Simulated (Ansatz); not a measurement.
`FCS[SiH3]` + `C=C=C(N)F` → `C=C=C(F)N[SiH3]` + `FCS`  (ligand exchange at the Si–S bond)

Program: Ansatz. Geometries: PBE0-D4/def2-TZVP. ΔE: electronic, gas phase. CBS: MP2 limit from def2 TZ/QZ plus the TZ coupled-cluster correction, frozen cores. DFT in def2-TZVPP. B3LYP here is the variant with VWN-RPA as its local correlation; programs differ in this. One conformer a species, not always the lowest.

`FCS[SiH3]`:

```xyz
9

F    -1.355    0.360    1.561
C    -1.127    0.964    0.349
S     0.628    1.172   -0.004
Si    1.156   -0.866   -0.383
H    -1.605    0.361   -0.426
H    -1.559    1.966    0.372
H     2.498   -0.820   -1.012
H     1.209   -1.679    0.856
H     0.156   -1.456   -1.312
```

`C=C=C(N)F`:

```xyz
9

C    -1.063   -0.162   -1.542
C    -0.511    0.091   -0.392
C     0.103    0.388    0.721
N     1.365    0.005    1.137
F    -0.469    1.211    1.617
H    -1.792   -0.961   -1.666
H    -0.826    0.418   -2.432
H     1.374   -0.377    2.075
H     1.819   -0.614    0.483
```

`C=C=C(F)N[SiH3]`:

```xyz
12

C    -0.563    1.711   -1.489
C    -0.694    0.490   -1.060
C    -0.818   -0.714   -0.568
F    -1.838   -1.506   -0.954
N    -0.024   -1.304    0.386
Si    0.992   -0.397    1.464
H    -0.061    1.937   -2.427
H    -0.955    2.560   -0.932
H     0.139   -2.290    0.235
H     2.110    0.300    0.775
H     0.158    0.609    2.162
H     1.551   -1.397    2.407
```

`FCS`:

```xyz
6

F     0.060    1.461   -0.445
C    -0.197    0.325    0.284
S     0.978   -0.987   -0.024
H    -1.211   -0.003    0.054
H    -0.114    0.567    1.346
H     0.484   -1.363   -1.214
```

```
             level  ΔE (kJ/mol)
         r2SCAN-D4          7.2
          B3LYP-D4          1.1
             B3LYP          3.1
     HF/def2-TZVPP         -1.9
    MP2/def2-TZVPP         -0.2
SCS-MP2/def2-TZVPP         -2.3
    MP2/def2-QZVPP          0.7
      HF/CBS(def2)         -3.2
```

(1) What does CCSD(T)/CBS give? (An estimate is asked.)

Largest T1 diagnostic among the species: 0.013.

Answers

(1) The calculation gave: +1.9 kJ/mol. The listed levels differ from it by 5.3, -0.8, 1.2, -3.8, -2.1, -4.2, -1.2, -5.1 kJ/mol.
